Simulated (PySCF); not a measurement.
IO: a composite coupled-cluster calculation

State: ²Π, doublet, unpaired electrons π ↑. De refers to I + O. ROHF-based CCSD(T) in PySCF 2.14 with I cc-pVTZ-PP with ECP28, O cc-pVTZ and I cc-pVQZ-PP with ECP28, O cc-pVQZ (frozen core orbitals: 10; scalar-relativistic core potentials). Correlation energies are extrapolated as n⁻³ (n = 3, 4), Hartree–Fock as (n+1)·exp(−9√n).

| Level | Re (Å) | ωe (cm⁻¹) | ωexe (cm⁻¹) | αe (cm⁻¹) | De (eV) |
| --- | --- | --- | --- | --- | --- |
| CCSD(T)/TZ | 1.9056 | 647.0 | 4.38 | 0.00271 | 2.116 |
| CCSD(T)/QZ | 1.8919 | 662.9 | 4.28 | 0.00267 | 2.333 |
| HF/CBS | 1.9206 | 676.4 | 2.54 | 0.00175 | 0.108 |
| MP2/CBS | 1.8983 | 603.3 | 3.23 | n/a | 2.223 |
| CCSD/CBS | 1.8836 | 676.0 | 3.90 | 0.00261 | 2.166 |
| CCSD(T)/CBS | 1.8870 | 670.6 | 4.23 | 0.00265 | 2.442 |

Question: How much is left between CCSD(T)/QZ and the basis-set limit, and how much do the triples give at the limit?

Answer: CCSD(T)/CBS less CCSD(T)/QZ: -4.9 mÅ in Re, +7.7 cm⁻¹ in ωe and +0.109 eV in De. CCSD(T)/CBS less CCSD/CBS: +3.4 mÅ in Re, -5.4 cm⁻¹ in ωe and +0.276 eV in De.

The T1 diagnostic is 0.063, large enough to doubt a single reference. The state was picked by a PBE0 search and need not be the measured ground state. Spin–orbit coupling, excitations beyond (T) and corrections to the Born–Oppenheimer picture are left out, and spin–orbit coupling matters for open p, d or f shells this heavy.

The whole job (state search and all basis sets along the bond) took about 8.7 min on 4 threads of Arm Neoverse V2 (shared host), peak memory 8.8 GiB.
